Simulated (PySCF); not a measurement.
# Adding and removing an electron: RbCl

PBE; Rb def2-SVPD with ECP28, Cl def2-SVPD; scalar-relativistic core potentials (PySCF 2.14). Neutral (UKS): singlet (closed shell), Re = 2.866 Å, ωe = 220 cm⁻¹, De = 4.26 eV, HOMO -4.65 eV, LUMO -1.88 eV.

RbCl⁻ (UKS): doublet (σ ↑), Re = 3.027 Å, ωe = 164 cm⁻¹, De = 1.18 eV to Rb + Cl⁻. The energies at the minima are -484.04537 hartree for RbCl and -484.07006 for RbCl⁻.

(1) Work out the adiabatic electron affinity, without and with harmonic zero-point energies (1 hartree = 27.2114 eV, 1 eV = 8065.5 cm⁻¹), and the change of the bond length.

Spin–orbit coupling is left out. For an ion De counts to the pair picked by the measured ionisation energies or electron affinities, which need not be the lowest pair at this level. The highest Kohn–Sham level is positive in this anion. Much of that is self-interaction error, but it also means that the finite basis helps to hold the extra electron. States were picked by a PBE0 search and need not be the measured ground states.

Results:

(1) At PBE: 0.02469 hartree = 0.672 eV between the minima; the zero-point term (220.0 − 164.0)/2 cm⁻¹ = +0.003 eV makes it 0.675 eV. Re changes by +16.1 pm against the neutral. The electron enters a σ orbital; in so polar a molecule the change of length follows mostly from the change of the ionic charges.
